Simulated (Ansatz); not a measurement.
Relaxation of BFH$_{4}$O$_{2}$ (8 atoms, charge 0, multiplicity 1), to a largest force component of 0.03 eV/Å in at most 50 steps.

All numbers below come from Ansatz 0.2.0, RKS PBE-D4/def2-SVP.

```xyz
8
Properties=species:S:1:pos:R:3:forces:R:3
B -0.034 -0.322 0.007 0.05 0.24 -0.34
H -0.179 -0.627 1.163 -0.06 -0.28 0.34
F 1.206 -0.038 -0.423 0.00 -0.02 0.00
O -1.019 -0.373 -0.920 -0.02 -0.01 0.02
H -1.882 -0.579 -0.520 0.02 0.00 -0.03
O -0.109 1.969 1.247 -0.04 -0.60 0.32
H 0.790 2.124 0.905 0.10 0.01 -0.06
H 0.012 1.130 1.762 -0.05 0.67 -0.25
```

Where does it end, and by what steps?

It converged. The force dipped under the threshold on the way, but the program's further checks kept it going. After 32 steps the energy has fallen by 0.145 eV; H7 moved furthest, 1.24 Å.

| step | energy less start (eV) | largest force component (eV/Å) | accepted |
| --- | --- | --- | --- |
| 0 | 0.0000 | 0.671 | yes |
| 2 | 0.0082 | 1.942 | no |
| 4 | -0.0780 | 0.350 | yes |
| 6 | -0.0930 | 0.143 | yes |
| 8 | -0.1009 | 0.084 | yes |
| 10 | -0.1042 | 0.162 | yes |
| 12 | -0.1073 | 0.078 | yes |
| 14 | -0.1092 | 0.100 | yes |
| 16 | -0.1102 | 0.048 | yes |
| 18 | -0.1109 | 0.021 | yes |
| 20 | -0.1118 | 0.065 | yes |
| 22 | -0.1132 | 0.333 | yes |
| 24 | -0.1259 | 0.122 | yes |
| 26 | -0.1316 | 0.093 | yes |
| 28 | -0.1394 | 0.493 | yes |
| 30 | -0.1442 | 0.062 | yes |
| 32 | -0.1448 | 0.014 | yes |

```xyz
8
Properties=species:S:1:pos:R:3
B -0.012 -0.336 0.244
H -0.438 -1.094 1.098
F 1.332 -0.231 0.075
O -0.771 0.088 -0.828
H -1.697 -0.188 -0.722
O -0.098 1.471 1.387
H -0.404 1.975 0.606
H 0.872 1.598 1.362
```

Whether the end is a true minimum wasn't checked by a vibrational analysis.

Time of the run: 50 s on 1 thread of Arm Neoverse V2 (shared host), peak memory 0.13 GiB.
